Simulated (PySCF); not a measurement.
C6H9N2 (doublet state).
Z-matrix (Å and degrees, GFN2-xTB geometry), rows numbered from 1:
```
C 
C   1  1.5378
C   2  1.4795  1  111.80
N   3  1.3422  2  121.11  1   -93.58
C   4  1.3702  3  126.82  2   177.63
C   5  1.3729  4  106.91  3   179.40
C   6  1.4065  5  104.68  4    -0.04
N   7  1.3197  6  111.29  5    -0.00
H   1  1.0877  2  110.58  3   -58.89
H   1  1.0869  2  109.97  3  -179.06
H   1  1.0866  2  109.96  3    61.28
H   2  1.0907  1  108.65  3  -119.72
H   2  1.0926  1  108.73  3   121.08
H   3  1.0763  2  121.89  1    81.25
H   5  1.0703  4  121.51  3    -0.74
H   6  1.0706  5  127.81  4  -179.90
H   7  1.0718  6  128.45  5   179.92
```

The hyperfine couplings belong to this conformer and change with its torsions.

Identity: `n1cccn1[CH]CC` [radical].

Computed, not measured: PySCF 2.14.0, UKS B3LYP, pcH-1 on C H N, non-relativistic, mean-field spin-orbit, GIAO. One conformer (not necessarily the lowest) at the GFN2-xTB geometry, without solvent, vibrations or thermal averaging. Couplings are sensitive to structure, and on GFN2-xTB geometries they can be far from those on DFT ones. The SCF solution wasn't tested for stability.

Q: Match the computed a_iso(13C) values +76.0, +68.3, -26.2, +10.2, +6.4, -3.7 MHz with the sites C1; C2; C3; C5; C6; C7.

A: 
| site | a_iso (MHz) | ρ(0) (bohr⁻³) | position | distance from C3 (Å) | spin population | largest \|T\| (MHz) |
| --- | --- | --- | --- | --- | --- | --- |
| C1 | +68.3 | +0.0608 | 2 bonds from C3 | 2.50 | +0.04 | 9.1 |
| C2 | -26.2 | -0.0233 | 1 bond from C3 | 1.48 | -0.06 | 1.7 |
| C3 | +76.0 | +0.0676 | largest spin population | 0.00 | +0.82 | 137.4 |
| C5 | +10.2 | +0.0090 | 2 bonds from C3 | 2.43 | +0.11 | 21.3 |
| C6 | -3.7 | -0.0033 | 3 bonds from C3 | 3.51 | +0.03 | 7.2 |
| C7 | +6.4 | +0.0057 | 3 bonds from C3 | 3.41 | +0.12 | 20.3 |

Q: Match the computed a_iso(14N) values -8.9, +1.1 MHz with the sites N4; N8.

A: 
```tsv
site	a_iso (MHz)	ρ(0) (bohr⁻³)	position	distance from C3 (Å)	spin population	largest |T| (MHz)
N4	-8.9	-0.0276	1 bond from C3	1.34	-0.06	1.0
N8	+1.1	+0.0035	2 bonds from C3	2.35	+0.02	3.2
```

ρ(0) is the spin density at the nucleus and T the dipolar tensor; entries for several nuclei are means. The largest Mulliken spin populations are on C3 (+0.82), C7 (+0.12), C5 (+0.11) and C2 (-0.06). No atom but C3 exceeds +0.15. The angles at C3 add up to 359.8°, so it is planar; its axial dipolar tensor and the negative coupling of its proton fit spin in a p orbital normal to that plane.

Nuclei that the bonding pattern makes equivalent are averaged, as if the motion that swaps them (rotation, inversion, ring flip) were fast. The three 1H nuclei of mean +2.1 MHz run from -3.5 to 12.1 MHz in the frozen geometry. The 1H value of +28.2 MHz is a mean of couplings from 18.4 to 38.0 MHz in this one geometry, not an average over conformers.
